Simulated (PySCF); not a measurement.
Species: dibromo(dichloro)methane, CBr2Cl2, net charge 0, singlet state. 
Geometry from a B3LYP-D3(BJ)/def2-TZVP (Ansatz) optimisation:
```xyz
5

Cl    -1.6471    -0.8115    -0.8749
C     -0.3582    -0.1429     0.1386
Cl    -0.8472    -0.1836     1.8400
Br    -0.0029     1.7122    -0.3951
Br     1.2759    -1.2044    -0.0974
```
Charge 0, spin multiplicity 1.

Dispersion corrections to the total energy (kcal/mol) from the dftd3 and dftd4 libraries through PySCF: D3(BJ) without and D4 with the three-body term, each with the damping fitted for the functional named.

| functional | D3(BJ) | D4 |
|---|---|---|
| PBE | -5.27 | -5.95 |
| B3LYP | (withheld) | -9.97 |
| B2PLYP | -5.54 | -4.13 |
| TPSSh | -6.67 | -7.23 |
| HF | -37.03 | -19.61 |
| PBE0 | (withheld) | -5.05 |
| PW6B95 | (withheld) | -4.63 |

Question: Some entries are withheld; supply them.

Answer: 
- B3LYP, D3(BJ): -10.65
- PBE0, D3(BJ): -4.94
- PW6B95, D3(BJ): -3.69
